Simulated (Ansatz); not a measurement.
Calculated with Ansatz (gas phase, PBE0-D4/def2-TZVP geometries, no zero-point term in ΔE). CBS: MP2 limit from def2 TZ/QZ plus the TZ coupled-cluster correction, frozen cores. Functionals use def2-TZVPP. One conformer a species, not always the lowest.

Reaction (redistribution): `CN(C)B(O)F` + `C[BH][AlH][F]` → `O[B](F)[AlH][F]` + `CBN(C)C`

Task: Is it downhill or uphill in electronic energy at CCSD(T)/CBS, and by how much? (Estimate.)

Result: Ansatz gave: Downhill: ΔE = -54.9 kJ/mol.

Task: What do these levels give: revPBE-D4, r2SCAN-D4, PBE-QIDH, BLYP, LC-ωPBE, MP2/def2-SVP? (Estimate.)

Result: The calculation gave: revPBE-D4 -61.8, r2SCAN-D4 -53.2, PBE-QIDH -51.8, BLYP -60.9, LC-ωPBE -52.9, MP2/def2-SVP -53.4 kJ/mol.

Largest T1 diagnostic among the species: 0.014.

From BLYP to BHLYP (50 % exact exchange), in def2-TZVPP and without D4, ΔE moves by +14.9 kJ/mol. Leaving LDA and LC-ωPBE aside and taking each functional with its dispersion term where it has one, the values, not all of them listed here, spread over 15.7 kJ/mol, from PBE-D4 to BHLYP-D4. In def2-TZVPP, CCSD(T) changes the Hartree–Fock value by −22.9 kJ/mol (the triples alone add −4.7 kJ/mol) and MP2 by −25.5 kJ/mol.
